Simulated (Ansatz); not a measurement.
Steps of a relaxation of `F[CH]1[AlH][GeH2]1` with RKS PBE-D4/def2-SVP.

```sh
$ ansatz run in.yaml --threads 2 --pin off --events-out ev --progress --plain --max-ram 4352MiB
```

```yaml
crystal:
  periodic: [false, false, false]
  atoms:
    - {symbol: F, position_ang: [-0.148600, 1.172200, -1.633300]}
    - {symbol: C, position_ang: [-0.683100, 0.481100, -0.579100]}
    - {symbol: Al, position_ang: [0.209000, 0.860600, 1.074100]}
    - {symbol: Ge, position_ang: [0.371700, -1.169500, -0.347700]}
    - {symbol: H, position_ang: [-1.781300, 0.370600, -0.569400]}
    - {symbol: H, position_ang: [0.644300, 1.767700, 2.347900]}
    - {symbol: H, position_ang: [1.780900, -1.260300, -0.864000]}
    - {symbol: H, position_ang: [-0.300700, -2.279500, 0.515700]}
basis:
  gaussian: {orbitals: def2-SVP}
hamiltonian: {xc: pbe, dispersion: d4}
relax: {f_tol: 0.03, max_steps: 200}
```

Positions (Å) and forces (eV/Å) along the path, 11 of 11 steps:

```xyz
8
step=1 energy=-66902.7542 eV
F    -0.149    1.172   -1.633   -0.112    0.767   -1.297
C    -0.683    0.481   -0.579   -0.703    0.652    0.205
Al    0.209    0.861    1.074    1.101   -0.418    1.355
Ge    0.372   -1.169   -0.348   -0.202   -0.747    1.536
H    -1.781    0.371   -0.569   -0.316   -0.207   -0.574
H     0.644    1.768    2.348   -0.280    0.087   -0.381
H     1.781   -1.260   -0.864    0.392   -0.099   -0.407
H    -0.301   -2.280    0.516    0.120   -0.035   -0.437
8
step=2 energy=-66903.2633 eV
F    -0.186    1.234   -1.650   -0.210    0.182   -0.346
C    -0.656    0.549   -0.535   -0.628    0.111   -0.440
Al    0.298    0.845    1.157    0.296   -0.209    0.684
Ge    0.383   -1.159   -0.214    0.423   -0.342    1.163
H    -1.748    0.297   -0.614    0.210    0.243   -0.071
H     0.598    1.915    2.329   -0.085    0.027   -0.250
H     1.739   -1.325   -0.928   -0.103   -0.162   -0.234
H    -0.335   -2.414    0.400    0.096    0.150   -0.506
8
step=3 energy=-66903.4631 eV
F    -0.220    1.242   -1.674   -0.120   -0.104    0.245
C    -0.642    0.562   -0.523   -0.082   -0.090   -0.215
Al    0.315    0.836    1.225   -0.291    0.604    0.178
Ge    0.466   -1.140   -0.039    0.160   -0.879   -0.287
H    -1.736    0.309   -0.614    0.349    0.097    0.122
H     0.566    2.002    2.305    0.086   -0.074   -0.048
H     1.700   -1.396   -0.998   -0.365    0.012    0.260
H    -0.356   -2.472    0.263    0.263    0.434   -0.254
8
step=4 energy=-66903.5228 eV
F    -0.206    1.187   -1.623   -0.077    0.222   -0.083
C    -0.633    0.505   -0.490    0.088    0.150    0.108
Al    0.221    0.846    1.290   -0.118    0.307   -0.132
Ge    0.489   -1.146    0.003   -0.031   -0.270    0.109
H    -1.706    0.229   -0.590   -0.030   -0.078    0.030
H     0.658    2.073    2.227    0.048   -0.075    0.024
H     1.681   -1.351   -0.959    0.121   -0.079   -0.011
H    -0.412   -2.400    0.085   -0.001   -0.177   -0.046
8
step=5 energy=-66903.5647 eV
F    -0.273    1.260   -1.617   -0.108   -0.068   -0.008
C    -0.644    0.513   -0.501    0.224    0.408    0.002
Al    0.192    0.893    1.271   -0.090   -0.042   -0.065
Ge    0.475   -1.157    0.022   -0.038   -0.172    0.140
H    -1.710    0.208   -0.584   -0.071   -0.095    0.044
H     0.726    2.081    2.217   -0.005   -0.083   -0.075
H     1.723   -1.406   -0.863    0.107    0.031   -0.026
H    -0.396   -2.448    0.000   -0.019    0.020   -0.012
8
step=6 energy=-66903.5886 eV
F    -0.337    1.278   -1.635   -0.151   -0.208    0.155
C    -0.650    0.527   -0.502    0.286    0.439   -0.154
Al    0.156    0.910    1.269   -0.059   -0.102   -0.030
Ge    0.464   -1.167    0.052   -0.128   -0.156    0.042
H    -1.702    0.162   -0.567   -0.001   -0.046    0.064
H     0.812    2.068    2.183   -0.053   -0.102   -0.115
H     1.781   -1.388   -0.755   -0.022    0.020    0.030
H    -0.431   -2.447   -0.101    0.128    0.154    0.007
8
step=7 energy=-66903.6034 eV
F    -0.425    1.296   -1.664   -0.137   -0.358    0.423
C    -0.649    0.563   -0.498    0.068    0.271   -0.404
Al    0.106    0.923    1.273    0.098    0.055    0.071
Ge    0.427   -1.180    0.092   -0.097   -0.222   -0.219
H    -1.680    0.118   -0.518    0.169    0.094    0.043
H     0.918    2.053    2.112   -0.148   -0.202   -0.141
H     1.836   -1.372   -0.590   -0.194    0.032    0.117
H    -0.442   -2.458   -0.262    0.240    0.331    0.109
8
step=8 energy=-66903.5931 eV rejected
F    -0.470    1.224   -1.734   -0.104    0.129   -0.223
C    -0.605    0.583   -0.540    0.048   -0.225    0.300
Al    0.086    0.892    1.245    0.331    0.192    0.131
Ge    0.422   -1.181    0.041   -0.320    0.169    0.027
H    -1.662    0.235   -0.358    0.078   -0.205   -0.311
H     0.872    1.991    2.095    0.008    0.048    0.144
H     1.868   -1.364   -0.515   -0.048    0.031   -0.023
H    -0.420   -2.437   -0.290    0.006   -0.138   -0.045
8
step=9 energy=-66903.6334 eV
F    -0.453    1.232   -1.726   -0.067    0.023   -0.031
C    -0.611    0.586   -0.526    0.090   -0.135    0.059
Al    0.128    0.923    1.252    0.010    0.025    0.005
Ge    0.395   -1.168    0.061    0.032    0.044   -0.009
H    -1.640    0.151   -0.437   -0.065    0.078   -0.039
H     0.885    2.013    2.148   -0.001    0.003    0.014
H     1.812   -1.347   -0.563    0.050   -0.002    0.019
H    -0.423   -2.446   -0.265   -0.048   -0.037   -0.017
8
step=10 energy=-66903.6339 eV
F    -0.495    1.226   -1.740    0.022    0.015   -0.071
C    -0.607    0.575   -0.537   -0.014    0.007    0.051
Al    0.145    0.920    1.235   -0.015    0.019    0.029
Ge    0.399   -1.175    0.045   -0.072    0.063    0.031
H    -1.653    0.184   -0.408    0.071   -0.040   -0.004
H     0.885    2.005    2.149    0.014    0.014    0.023
H     1.850   -1.352   -0.505   -0.031   -0.008   -0.052
H    -0.432   -2.440   -0.296    0.026   -0.069   -0.007
8
step=11 energy=-66903.6370 eV
F    -0.477    1.225   -1.740    0.003    0.003   -0.018
C    -0.604    0.580   -0.534   -0.006   -0.028    0.002
Al    0.138    0.926    1.242    0.016    0.010    0.014
Ge    0.394   -1.171    0.053   -0.008    0.015   -0.011
H    -1.648    0.182   -0.418    0.015   -0.004    0.003
H     0.882    2.008    2.158    0.000    0.009    0.014
H     1.828   -1.352   -0.538   -0.005    0.015    0.001
H    -0.419   -2.454   -0.278   -0.016   -0.020   -0.004
```

Hardware: 2 threads of an Arm Neoverse V1 on a shared host. Wall time 24 s, peak host memory 0.15 GiB.
